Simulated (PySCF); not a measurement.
Method: PySCF, PBE0, basis Nb def2-SVP with ECP28, F def2-SVP (scalar-relativistic core potentials, no spin–orbit coupling, density fitting).

```xyz
5
charge 1 multiplicity 1, angstrom
Nb    0.0000    0.0000    0.0000
F     0.0013    1.4591   -1.0317
F     0.0000   -1.4591   -1.0317
F     1.4584   -0.0007    1.0327
F    -1.4597    0.0007    1.0308
```

[NbF4]+ (singlet), along the line from Nb1 (at 0) through F2 (at 1.787 Å). Core electrons replaced by a potential are absent, the electrostatic potential uses the reduced nuclear charge, and values within about 0.7 Å of such atoms have no physical meaning.

Question: Tabulate the fields along this line at 0.80, 0.89, 0.98, 1.07, 1.16, 1.25, 1.34, 1.43, 1.52, 1.61, 1.70, 1.88, 1.97, 2.06, 2.14, 2.23, 2.32, 2.41, 2.50, 2.59, 2.68, 2.77, 2.86 Å.

Answer: 
```
distance (Å)  electron density (e/Å³)  electron localisation function  electrostatic potential (V)
        0.80                     1.63                           0.395                         47.5
        0.89                     1.29                            0.26                           38
        0.98                     1.27                           0.289                         32.2
        1.07                     1.56                           0.495                         29.8
        1.16                     2.19                           0.714                         31.4
        1.25                     3.22                           0.801                         38.9
        1.34                     4.83                           0.807                         56.3
        1.43                     7.24                           0.722                         92.5
        1.52                     10.4                           0.402                          168
        1.61                     18.9                           0.122                          343
        1.70                      159                           0.943                          938
        1.88                      157                           0.934                          937
        1.97                     19.5                           0.131                          340
        2.06                     10.9                           0.481                          163
        2.14                      7.3                           0.792                         86.5
        2.23                     4.55                           0.867                         48.8
        2.32                     2.77                           0.876                         29.2
        2.41                     1.65                           0.857                         18.6
        2.50                    0.953                           0.814                         12.7
        2.59                    0.545                           0.741                         9.34
        2.68                    0.317                           0.637                         7.38
        2.77                     0.19                           0.521                         6.18
        2.86                    0.118                           0.416                         5.43
```
